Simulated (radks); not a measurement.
The numbers below are computed, except where a source is named.
Task: The mean radii <r> (bohr) of the occupied orbitals of an atom or ion are listed with their occupations. Level of theory: non-relativistic Kohn-Sham, PBE, spin-polarised, spherical densities, point nucleus (a radial shooting solver on a logarithmic mesh with Libxc functionals).

orbital  occ.      <r>
1s up       1  0.04128
1s down     1  0.04128
2s up       1   0.1798
2s down     1   0.1797
2p up       3   0.1546
2p down     3   0.1545
3s up       1   0.4461
3s down     1   0.4472
3p up       2   0.4309

Name the element and its charge. Open shells, if any, are filled with parallel spins first.

Result: Z = 37, rubidium, charge +23: Rb23+ in [Ne] 3s2 3p2. The 1s radius gives Z: for a bare nucleus <r> = 1.5/Z, 0.04054 bohr for Z = 37, and screening makes it slightly larger (0.04128 here). The occupations add up to 14, and the charge is Z minus that.
